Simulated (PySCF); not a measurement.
B(All)(Cl)(OH) (C₃H₆BClO), SMILES C(CB(O)Cl)=C.

Geometry optimised at B3LYP-D3(BJ)/def2-SVP. The values are those of a single conformer.

Level of theory: TDA-LC-ωPBE/def2-SVPD (PySCF).

Vertical excitations. The molecule is in vacuum.

```csv
state,energy (eV),λ (nm),f,main pairs
S1,7.03,176,0.100,"HOMO→LUMO+1 65 %, HOMO−1→LUMO+1 11 %"
S2,7.64,162,0.017,"HOMO→LUMO 57 %, HOMO→LUMO+3 11 %, HOMO−1→LUMO+1 10 %"
S3,7.83,158,0.201,"HOMO−1→LUMO+1 44 %, HOMO→LUMO+1 21 %, HOMO→LUMO+3 8 %, HOMO−1→LUMO+4 7 %"
S4,8.14,152,0.310,"HOMO→LUMO+3 37 %, HOMO→LUMO+4 26 %, HOMO−1→LUMO+1 6 %"
S5,8.33,149,0.006,"HOMO−3→LUMO+1 41 %, HOMO−3→LUMO+3 13 %, HOMO−3→LUMO+4 6 %"
S6,8.40,148,0.042,"HOMO→LUMO+4 24 %, HOMO→LUMO+3 16 %, HOMO→LUMO+2 9 %, HOMO→LUMO+7 8 %"
S7,8.55,145,0.101,"HOMO−2→LUMO+1 67 %, HOMO−2→LUMO+4 11 %"
S8,8.64,144,0.025,"HOMO→LUMO+2 30 %, HOMO→LUMO+7 21 %, HOMO→LUMO+4 15 %, HOMO→LUMO 5 %"
S9,8.89,140,0.002,"HOMO−4→LUMO+1 52 %, HOMO→LUMO+4 12 %"
S10,9.03,137,0.066,"HOMO−1→LUMO 54 %, HOMO−1→LUMO+2 19 %"
T1,4.15,299,0,"HOMO→LUMO+1 47 %, HOMO→LUMO+3 24 %, HOMO→LUMO+4 12 %"
T2,6.65,186,0,"HOMO→LUMO+1 30 %, HOMO→LUMO+3 18 %, HOMO−1→LUMO+1 15 %, HOMO→LUMO+4 9 %"
T3,7.45,166,0,"HOMO−2→LUMO+1 66 %, HOMO−2→LUMO+4 12 %, HOMO−2→LUMO+3 10 %"
T4,7.48,166,0,"HOMO→LUMO 52 %, HOMO−1→LUMO+1 12 %, HOMO→LUMO+3 10 %, HOMO→LUMO+4 9 %"
```
Triplets are in the Tamm–Dancoff approximation.
